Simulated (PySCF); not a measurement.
C₆ coefficients of unlike pairs at BP86

Calculated with PySCF 2.14 from the dipole response of each species, C₆(A,B) = (3/π) ∫ α_A(iu) α_B(iu) du, in atomic units, from isotropic polarisabilities. For ions this is the dispersion term alone; charge-induced terms of lower order in 1/R come first.

```csv
species,configuration,basis,relativity,α (bohr³),C₆ (like pair)
Tc+,[Kr] 4d5 5s1 (7S),aug-cc-pwCVTZ-PP with ECP28MDF (8s8p7d4f3g),core potential,33.47,249.1
B(3+),1s2 (1S),"aug-cc-pCVTZ-DK with one added diffuse shell each of s, p, d, f type (8s7p5d3f)",spin-free X2C,0.01926,0.002489
Co,[Ar] 3d7 4s2 (4F),"aug-cc-pwCVTZ-DK with one added diffuse shell each of s, p, d, f, g type (11s10p8d5f4g)",spin-free X2C,51.64,432.8
S(3+),[Ne] 3s2 3p1 (2P),"x2c-QZVPPall with one added diffuse shell each of s, p, d, f type (10s7p5d3f1g)",spin-free X2C,5.274,13.96
```

**Question.** Estimate C₆ for Co with B(3+).

**Answer.** The integral gives 0.3902. The combination rule 2 C_A C_B / (C_A α_B/α_A + C_B α_A/α_B) gives 0.3151 and the geometric mean 1.038.

No spin-orbit coupling is included.

The other pairs:

| pair | C₆ |
| --- | --- |
| S(3+), Co | 69.36 |
| Co, Tc+ | 322.9 |
| S(3+), B(3+) | 0.1030 |
| S(3+), Tc+ | 56.49 |
| B(3+), Tc+ | 0.3615 |
